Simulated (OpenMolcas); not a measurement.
Tb3+ among 8 point charges of -1 e arranged as a cube (Oh).

```yaml
Program: OpenMolcas
Method: CASSCF
Basis: ANO-RCC-VDZP [7s6p4d2f1g]
Scalar_Hamiltonian: DKH2, point nucleus
Active_space: 8 electrons in 7 orbitals (4f)
State_averaging: 2S+1 = 7 even, 7 roots; 2S+1 = 5 even, 62 roots kept (CI in the orbitals of an earlier block); 2S+1 = 3 even, 3 roots kept (CI in the orbitals of an earlier block, 0 in the spin-orbit step)
Spin-orbit_coupling: RASSI with atomic mean-field integrals over the reference wave functions
```

All point charges move together. At R = 2.7 Å the width of the lowest J multiplet is 87 cm-1, and at R = 3.18 Å it is 39 cm-1.

Question: A third run gives 61 cm-1. What distance was it run at?

Answer: With a power law R^-n the two known points give n = -ln(39 / 87) / ln(3.18 / 2.7) = 4.90. Then R = 2.7 × (87 / 61)^(1/4.90) = 2.903 Å. The run was at 2.9 Å, so the estimate is off by +0.003 Å.

High states are left out of the spin-orbit mixing, which shifts the levels that they would mix with. Point charges carry no covalency, so the field is a model and not that of real ligands. No measured value stands beside these numbers.
